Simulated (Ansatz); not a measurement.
Frontier orbitals of C2H4BCl (`ClC1BC1`).

```tsv
atom	x (Å)	y (Å)	z (Å)
Cl1	-0.303	0.118	-2.187
C2	0.041	0.580	-0.520
B3	-0.884	0.006	0.552
C4	0.552	-0.490	0.448
H5	0.520	1.549	-0.463
H6	-1.984	-0.113	0.966
H7	1.337	-0.146	1.114
H8	0.721	-1.504	0.089
```

Total charge 0; spin multiplicity 1. The geometry is a stationary point of PBE0-D4/def2-TZVP. Basis def2-TZVPP, the Gaussian-basis code of Ansatz.

| functional | HOMO (eV) | LUMO (eV) |
| --- | --- | --- |
| LDA (SPW92) | -6.21 | -3.22 |

(1) Give HOMO and LUMO (eV) with PBE, revPBE, BLYP, r2SCAN, B97M-V, PBE0, B3LYP, r2SCANh, r2SCAN0, HSE06 (plane-wave form), BHLYP, CAM-B3LYP, LC-ωPBE, ωB97X-V, ωB97M-V, HF. (Estimate.)

Results:

(1) Computed: 
```tsv
functional	HOMO	LUMO
PBE	-6.07	-2.94
revPBE	-6.02	-2.83
BLYP	-5.95	-2.77
r2SCAN	-6.31	-2.59
B97M-V	-6.40	-2.60
PBE0	-7.35	-1.93
B3LYP	-7.14	-2.14
r2SCANh	-6.79	-2.24
r2SCAN0	-7.50	-1.72
HSE06 (plane-wave form)	-6.95	-2.31
BHLYP	-8.54	-0.82
CAM-B3LYP	-8.73	-0.78
LC-ωPBE	-10.11	0.43
ωB97X-V	-9.73	0.33
ωB97M-V	-9.60	0.10
HF	-10.35	1.73
```

B3LYP here is the variant with VWN-RPA as its local correlation; programs differ in this. LC-ωPBE has ω = 0.4 bohr⁻¹. Positive LUMOs are unbound and depend on the basis.
